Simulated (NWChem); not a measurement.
C$_{2}$H$_{4}$BNO$_{2}$; SMILES OB1C=NCO1

```xyz
10

O      0.1645    -2.1298     0.0000
B      0.0797    -0.7759     0.0000
C      1.2236     0.3021     0.0000
N      0.6991     1.4802     0.0000
C     -0.7423     1.3280     0.0000
O     -1.0950    -0.0625     0.0000
H     -0.7117    -2.5452     0.0000
H      2.3097     0.2117     0.0000
H     -1.1665     1.8052    -0.8912
H     -1.1665     1.8052     0.8912
```
Atoms are numbered in this order, from 1.

Program: NWChem. Medium grid unless said otherwise, to which SCAN and Minnesota functionals are sensitive. All runs use the structure optimised with B3LYP/6-31G* (spherical d).

Q: Among these, which level gives the highest value of “dipole (D)”?
A. PBE/def2-TZVP
B. PW6B95/def2-TZVP
C. LDA (Slater exchange, VWN5)/def2-TZVP
D. r2SCAN/def2-TZVP

A: C, LDA (Slater exchange, VWN5)/def2-TZVP. Values: PW6B95/def2-TZVP 1.48; r2SCAN/def2-TZVP 1.55; PBE/def2-TZVP 1.57; LDA (Slater exchange, VWN5)/def2-TZVP 1.62
